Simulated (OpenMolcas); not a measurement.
**Kr4+: effect of the basis set**

```json
{"Program": "OpenMolcas 26.06", "Method": "MS-CASPT2, IPEA 0.25 Eh, imaginary shift 0.1 Eh (closed shells correlated: 3d)", "Active space": "4 electrons in 8 orbitals (4s 4p 5s 5p)", "State averaging": "2S+1 = 3 even, 3 roots; 2S+1 = 1 even, 11 roots; 2S+1 = 5 odd, 1 root; 2S+1 = 3 odd, 9 roots; 2S+1 = 1 odd, 8 roots", "Spin-orbit coupling": "state interaction with AMFI integrals over the reference wave functions, term energies averaged over their components"}
```

A. ANO-RCC-VTZP [6s5p3d1f], DKH2, point nucleus; CASPT2 step roughly 8 core-seconds
B. ANO-RCC-VQZP [7s6p4d2f1g], DKH2, point nucleus; CASPT2 step roughly 17 core-seconds
C. ANO-R2 [6s5p4d3f1g], X2C, finite nucleus; CASPT2 step roughly 15 core-seconds
D. ANO-RCC [9s8p6d4f2g], DKH2, point nucleus; CASPT2 step about 80 core-seconds

Energies in cm-1 above 4s2 4p2 3P0, the measured ground level; measured values from Saloman, J. Phys. Chem. Ref. Data 36, 215 (2007).

```json
{"Level": "4s2 4p2 3P0", "A": "0.0", "B": "0.0", "C": "0.0", "D": "0.0", "Measured": "0.0"}
{"Level": "4s2 4p2 3P1", "A": "3280", "B": "3250", "C": "3270", "D": "3260", "Measured": "3743"}
{"Level": "4s2 4p2 3P2", "A": "6900", "B": "6790", "C": "6830", "D": "6830", "Measured": "7595"}
{"Level": "4s2 4p2 1D2", "A": "19570", "B": "19160", "C": "19080", "D": "19150", "Measured": "19723"}
{"Level": "4s2 4p2 1S0", "A": "38730", "B": "38410", "C": "39130", "D": "38670", "Measured": "39204"}
{"Level": "4s 4p3 5S* 2", "A": "92040", "B": "93140", "C": "94830", "D": "94160", "Measured": ""}
{"Level": "4s 4p3 3D* 1", "A": "125540", "B": "125310", "C": "125550", "D": "125440", "Measured": "129658"}
{"Level": "4s 4p3 3D* 2", "A": "125660", "B": "125430", "C": "125690", "D": "125570", "Measured": "129779"}
{"Level": "4s 4p3 3D* 3", "A": "126600", "B": "126360", "C": "126650", "D": "126510", "Measured": "131016"}
{"Level": "4s 4p3 3P* 0", "A": "146870", "B": "146420", "C": "146620", "D": "146610", "Measured": "147925"}
{"Level": "4s 4p3 3P* 1", "A": "147250", "B": "146780", "C": "146970", "D": "146970", "Measured": "148287"}
{"Level": "4s 4p3 3P* 2", "A": "147930", "B": "147450", "C": "147620", "D": "147630", "Measured": "148668"}
{"Level": "4s 4p3 1D* 2", "A": "175830", "B": "174050", "C": "170980", "D": "172810", "Measured": "163387"}
{"Level": "4s 4p3 3S* 1", "A": "188540", "B": "186610", "C": "182120", "D": "184970", "Measured": "185064"}
{"Level": "4s 4p3 1P* 1", "A": "197850", "B": "195920", "C": "192490", "D": "194640", "Measured": "194041"}
```

Deviations, from unrounded energies. A percentage is the sum of absolute deviations over the sum of measured energies, with the sign that they share, or ± where signs differ.

```csv
Against measurement,Levels,A,B,C,D
mean absolute deviation (cm-1),13,2800,2600,2300,2200
fine structure of the ground term (%),2,-10.3,-11.5,-10.9,-11.0
other terms of the ground configuration (%),2,-1.1,-2.3,-1.2,-1.9
other configurations (%),9,±2.6,±2.3,±2.1,±1.9
```

C, D lie about equally close to measurement and A furthest from it. The largest miss of D in the table is 4s 4p3 1D* 2, by +9400 cm-1. The ranking rests on the paired levels alone, and a cruder setting can come out closer through cancelling errors.

The two smallest mean deviations differ by little beside CASPT2's spread within terms, so their order carries little weight.

Among A to D the level of the table that moves most is 4s 4p3 3S* 1, by 6400 cm-1 (lowest in C, highest in A). Moves below CASPT2's spread within the term are not significant.

CASPT2 does not keep the components of a term degenerate, so their means are used; among the terms shown or strongly mixed into the levels shown the widest spread is 1200 cm-1 (4s 4p3 1D*, A). Over all roots computed the reference weight is 0.86 to 0.99 in A, 0.86 to 0.98 in B, 0.85 to 0.97 in C, 0.85 to 0.98 in D; the roots of lowest weight are the least certain, and an intruder state may touch them. Active for correlation alone: 5p 5s; no level in the range computed is led by a configuration that fills them, so any true level of that kind is missing. Terms of s pⁿ other than that of highest spin mix with s² pⁿ⁻² d, which this space lacks; all of them can be thousands of cm-1 off, and some have no real level of that name. Computed and measured levels are paired by configuration, term and J; levels that our copy of the source lacks, or whose pairing is in doubt (as where it misses far off the trend of its configuration), stay unpaired and out of the deviations. Levels of configurations outside the active space are missing. Levels that lie high or do not pair safely by name in every column are left out.

* marks odd parity.
